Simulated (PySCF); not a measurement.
## First hyperpolarisability: `InChI=1S/C6H4F2O/c1-9-6(8)4-2-3-5-7/h5H,1H3`

Cartesian coordinates in Å; atom numbers follow the order of the lines, from 1:
```xyz
13

C    -2.4567    0.4075   -0.0712
O    -2.3369   -0.3506   -1.2583
C    -1.1217   -0.7260   -1.6091
F    -1.1766   -1.4239   -2.7224
C     0.0199   -0.4735   -0.9838
C     1.1167   -0.2350   -0.3737
C     2.2194    0.0026    0.2386
C     3.3581    0.2912    0.8293
F     3.9088   -0.4725    1.7699
H    -3.5248    0.6184    0.0533
H    -2.0800   -0.1614    0.7935
H    -1.8921    1.3498   -0.1526
H     3.9659    1.1776    0.6124
```

Method: quadratic response CAM-B3LYP/aug-cc-pVDZ first hyperpolarisability, Taylor convention, gas phase (PySCF 2.14.0). Geometry: PBE0-D3(BJ)/def2-SVP.

What is the first hyperpolarisability, and how does it disperse?

In au, Taylor convention; the vector part is βᵢ = ⅓ Σⱼ (βᵢⱼⱼ + βⱼᵢⱼ + βⱼⱼᵢ); β∥ is 3/5 of the vector part along the dipole, the dipole points from − to +:
```
                   process  λ (nm)  β vector norm    β∥  β HRS  depolarisation ratio
           static β(0;0,0)       ∞          350.9  15.4  136.5                  6.36
second harmonic β(−2ω;ω,ω)    1907          380.0  20.6  147.9                  6.31
         Pockels β(−ω;ω,0)    1907          360.1  17.1      –                     –
second harmonic β(−2ω;ω,ω)    1064          461.4  35.6  179.9                  6.17
         Pockels β(−ω;ω,0)    1064          382.2  21.0      –                     –
```

Which lowest excitations, dipole and polarisabilities go with it?

S1 3.20 eV (f = 0.000); S2 4.19 eV (f = 0.000); S3 4.58 eV (f = 0.015); dipole 2.79 D; isotropic α 101.3 au static, 102.0 au at 1907 nm, 103.4 au at 1064 nm, 104.0 au at 953.5 nm, 110.8 au at 532 nm.
